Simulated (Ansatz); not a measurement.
```yaml
crystal:
  periodic: [true, true, true]
  atoms:
    - {symbol: C, position_ang: [0.057252, -1.096452, 0.982765]}
    - {symbol: C, position_ang: [0.589538, -0.373064, -0.249858]}
    - {symbol: Si, position_ang: [-0.361101, 1.145138, -0.711006]}
    - {symbol: Cl, position_ang: [-2.309496, 0.686800, -1.109961]}
    - {symbol: Cl, position_ang: [0.445322, 2.017141, -2.368637]}
    - {symbol: Cl, position_ang: [-0.331681, 2.506386, 0.809471]}
    - {symbol: H, position_ang: [0.660855, -1.979000, 1.203880]}
    - {symbol: H, position_ang: [-0.973296, -1.426091, 0.836162]}
    - {symbol: H, position_ang: [0.077495, -0.450363, 1.862758]}
    - {symbol: H, position_ang: [0.580862, -1.027725, -1.128048]}
    - {symbol: H, position_ang: [1.629449, -0.059770, -0.107026]}
basis:
  gaussian: {orbitals: def2-TZVPP}
hamiltonian: {xc: {name: RPBE}, dispersion: d3bj}
```

```sh
$ ansatz run in.yaml --threads 4 --pin off --events-out ev --progress --plain --max-ram 11315MiB
```

It prints (some lines left out):

```
Error: YAML parse error: error: line 2 column 3: crystal: missing field `lattice` (a structure is typed as `lattice` and `atoms`, a molecule's as `atoms` in Å alone, or read from a run's directory, `checkpoint`)
 --> <input>:2:3
1 | crystal:
2 |   periodic: [true, true, true]
3 |   atoms:
4 |     - {symbol: C, position_ang: [0.057252, -1.096452, 0.982765]}
```

In this input the molecule is marked periodic without a cell. The input was rejected before any iteration.
